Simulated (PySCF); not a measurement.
Vertical excitations of a molecule CH₆O₂Si₃ from TDDFT-PBE/def2-SVPD (PySCF), as energy in eV (oscillator strength): 4.32 (0.003), 4.64 (0.025), 5.05 (0.021), 5.18 (0.041), 5.45 (0.017), 5.67 (0.060), 5.70 (0.040), 5.81 (0.042), 5.85 (0.052), 6.06 (0.001). Lowest triplet (TDA): 3.79 eV. Geometry optimised at B3LYP-D3(BJ)/def2-SVP. Other conformers were not sampled.

Question: Pick the molecule that these values belong to.
A) O=C1O[SiH2][Si@H]1[SiH3]
B) O=C1O[Si@@H]([SiH3])[SiH2]1
C) O=C1[SiH2]O[SiH2][SiH2]1
D) O=C1[SiH2][SiH](O)[SiH2]1

Answer: A, O=C1O[SiH2][Si@H]1[SiH3]
